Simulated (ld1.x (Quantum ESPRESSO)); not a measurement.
**Transferability test, TM potential for rhodium**

Rh, norm-conserving Troullier–Martins (Kleinman–Bylander form), made with ld1.x (Quantum ESPRESSO) 7.5 (PBE, scalar-relativistic). Core [Kr], reference 4d7.5 5s0 5p0 (charge +1.5). Waves: 5s (bound, empty): rc 1.80 bohr; 5p (bound, empty): rc 2.50 bohr; 4d (bound): rc 1.54 bohr. Local part: all-electron potential smoothed inside 2.50 bohr (lloc = -2). Core correction: none.

Energies are relative to the spin-unpolarised reference configuration 4d7.5 5s0 5p0; without spin polarisation the order of configurations can differ from experiment.

```tsv
valence configuration	charge	ΔE all-electron (eV)	error AE − PS (meV)
4d8 5s1 5p0	0	-15.695	+51
4d7 5s0 5p0	+2	11.276	-21
4d8 5s0 5p1	0	-12.091	+20
4d6 5s0 5p0	+3	43.781	-241
4d9 5s0 5p0	0	-16.604	-63
```

(1) What are ΔE and the potential's error for 4d7 5s2 5p0?

(2) What are ΔE and the potential's error for 4d8 5s0 5p0?

Levels in the configuration 4d9 5s0 5p0:

```csv
level,all-electron (eV),pseudo (eV)
4d,-3.593,-3.561
```

Answers

(1) ΔE = -13.216 eV all-electron; the error (AE − PS) is +58 meV.

(2) ΔE = -8.234 eV all-electron; the error (AE − PS) is -13 meV.
